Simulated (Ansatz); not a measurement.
One change: `NCO[SiH](O)F` becomes `CO[SiH2]O[SiH](O)F`.

Ansatz, PBE0-D4/def2-TZVP geometries, multiplicity 1. Each molecule was computed in one conformer, which needn't be the lowest.

```json
{"property": "HOMO energy (PBE/def2-TZVPP) / eV", "`NCO[SiH](O)F`": "-6.25"}
{"property": "size of the dipole moment (PBE/def2-TZVPP) / D", "`NCO[SiH](O)F`": "1.46"}
{"property": "HOMO–LUMO gap (PBE0/def2-TZVPP) / eV", "`NCO[SiH](O)F`": "8.55"}
{"property": "LUMO energy (PBE0/def2-TZVPP) / eV", "`NCO[SiH](O)F`": "0.77"}
{"property": "HOMO energy (PBE0/def2-TZVPP) / eV", "`NCO[SiH](O)F`": "-7.79"}
{"property": "HOMO energy (ωB97M-V/def2-TZVPP) / eV", "`NCO[SiH](O)F`": "-10.22"}
```

Give the same properties after the change, and the shifts. (Estimate.)

Ansatz gave: 
```json
{"property": "HOMO energy (PBE/def2-TZVPP) / eV", "`CO[SiH2]O[SiH](O)F`": "-7.15", "shift": "-0.90"}
{"property": "size of the dipole moment (PBE/def2-TZVPP) / D", "`CO[SiH2]O[SiH](O)F`": "3.52", "shift": "2.06"}
{"property": "HOMO–LUMO gap (PBE0/def2-TZVPP) / eV", "`CO[SiH2]O[SiH](O)F`": "8.89", "shift": "0.34"}
{"property": "LUMO energy (PBE0/def2-TZVPP) / eV", "`CO[SiH2]O[SiH](O)F`": "0.21", "shift": "-0.56"}
{"property": "HOMO energy (PBE0/def2-TZVPP) / eV", "`CO[SiH2]O[SiH](O)F`": "-8.67", "shift": "-0.88"}
{"property": "HOMO energy (ωB97M-V/def2-TZVPP) / eV", "`CO[SiH2]O[SiH](O)F`": "-11.02", "shift": "-0.80"}
```

With PBE0 the HOMO falls by 0.88 eV and the LUMO falls by 0.56 eV, so the gap widens by about 0.32 eV. PBE moves the HOMO by -0.90 eV and ωB97M-V by -0.80 eV. Dipoles are sizes alone; their direction can turn.
